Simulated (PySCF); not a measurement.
CH9NSi2, SMILES C[Si@@H](N)[SiH3]. Heavy atoms are numbered as in [CH3:1][Si@@H:2]([NH2:3])[SiH3:4]. Hydrogens are named by the atom that carries them.

Geometry optimised at PBE0-D3(BJ)/def2-SVP. The structure was generated by enumeration; whether it is a known compound was not checked. The values are those of a single conformer.

Computed with PBE/def2-TZVP in PySCF.

Atomic charges (e), one atom of each kind:

| atom | Löwdin | IAO |
|---|---|---|
| C1 (CH3) | -0.46 | -0.73 |
| Si2 (SiH) | 0.04 | 0.78 |
| N3 (NH2) | -0.26 | -0.84 |
| Si4 (SiH3) | 0.08 | 0.17 |
| H on C1 | 0.13 | 0.16 |
| H on Si2 | -0.02 | -0.12 |
| H on N3 | 0.16 | 0.26 |
| H on Si4 | -0.03 | -0.09 |

Computed Mayer and Wiberg (Löwdin basis) orders of the bonds:
```tsv
bond	Mayer	Wiberg
C1–Si2	0.99	1.23
Si2–N3	1.15	1.51
Si2–Si4	0.94	1.10
```
